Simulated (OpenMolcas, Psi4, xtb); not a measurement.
## A ladder of methods for BF3 (boron trifluoride)

BF3: 4 atoms, total charge 0, spin state singlet. SMILES: `FB(F)F`. The shape is that of a PBE0-D4/def2-TZVP optimisation.

Quantity: the HOMO–LUMO gap, in eV. The values are calculated.

```json
{"level": "GFN0-xTB", "kind": "semi-empirical", "program": "xtb", "value (eV)": "6.44", "CPU time": "under 2 s"}
{"level": "HF/aug-cc-pVDZ", "kind": "Hartree–Fock", "program": "Psi4", "value (eV)": "19.42", "CPU time": "20 s"}
{"level": "SVWN5/aug-cc-pVDZ", "kind": "LDA", "program": "Psi4", "value (eV)": "9.44", "CPU time": "27 s"}
{"level": "BLYP/aug-cc-pVDZ", "kind": "GGA", "program": "OpenMolcas", "value (eV)": "9.12", "CPU time": "20 s"}
{"level": "TPSS/aug-cc-pVDZ", "kind": "meta-GGA", "program": "Psi4", "value (eV)": "9.53", "CPU time": "70 s"}
{"level": "BHLYP/aug-cc-pVDZ", "kind": "global hybrid", "program": "OpenMolcas", "value (eV)": "14.65", "CPU time": "17 s"}
{"level": "PBE0/aug-cc-pVDZ", "kind": "global hybrid", "program": "OpenMolcas", "value (eV)": "12.13", "CPU time": "19 s"}
{"level": "B2PLYP/aug-cc-pVDZ", "kind": "double hybrid", "program": "OpenMolcas", "value (eV)": "14.83", "CPU time": "14 s"}
```

The values span 6.44 to 19.42 eV. Orbital gaps aren't excitation energies, and those of double hybrids come from the SCF part alone; they tend to grow with the share of exact exchange. CPU times are rough (shared hosts, several kinds of processor): they show what a rung costs within a factor of a few.
